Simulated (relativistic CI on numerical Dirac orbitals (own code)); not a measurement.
## Cu2+ in a cubic cluster: 1s photoemission with charge transfer

Computed with a charge-transfer multiplet model of a cubic metal-ligand cluster with up to one ligand hole, Slater and spin-orbit integrals from Dirac-Coulomb-Breit ions, Slater integrals scaled by 0.8. The parameters are those of a tetrahedral site (10Dq negative, t2 hopping the larger). The ground state mixes d9 with configurations of k ligand holes L, whose averages lie at kΔ + k(k − 1)U_dd/2; a core hole lowers each added d electron by U_cd. 20 K, Lorentzian 1.1 eV and Gaussian 0.6 eV FWHM.

Atomic integrals in eV (Slater integrals scaled, ζ unscaled), ground: F2dd 11.066, F4dd 6.905, zeta_d 0.099; with the core hole: F2dd 11.066, F4dd 6.905, zeta_d 0.136, G2cd 0.070.

Cluster parameters (eV): U_dd = 6.8, U_cd = 7.9, 10Dq = -0.1, 10Dq(ligand) = 0, V(eg) = 0.95, V(t2g) = -1.61, final-state hopping factor = 1.

```tsv
Case	n_d	d9	d10L	S
Δ = -0.9 eV	9.61	0.39	0.61	0.50
Δ = 0.1 eV	9.46	0.54	0.46	0.50
Δ = 1.1 eV	9.32	0.68	0.32	0.50
Δ = 3.1 eV	9.15	0.85	0.15	0.50
Δ = 4.1 eV	9.10	0.90	0.10	0.50
```

Weights, n_d and S are thermal averages at 20 K. Binding energies count from the first peak over 30 % of the highest in each spectrum, which can be another peak from case to case. The parameters are a model scan and need not match a compound or its usual spin state. Peaks in eV (height, largest 100):
- Δ = -0.9 eV: 0.0 (100), 9.2 (29)
- Δ = 0.1 eV: 0.0 (100), 8.2 (52)
- Δ = 1.1 eV: 0.0 (100), 7.4 (85)
- Δ = 3.1 eV: 0.0 (70), 5.6 (100)
- Δ = 4.1 eV: 0.0 (69), 4.8 (100)

For the case Δ = 1.1 eV, Δ = 1.1 eV is smaller than U_dd = 6.8 eV, the charge-transfer side of the Zaanen-Sawatzky-Allen scheme. With the core hole the configuration with one ligand hole lies at Δ − U_cd = -8.8, -7.8, -6.8, -4.8, -3.8 eV from the one without, in the order of the table; where this is negative the screened configuration lies lower.
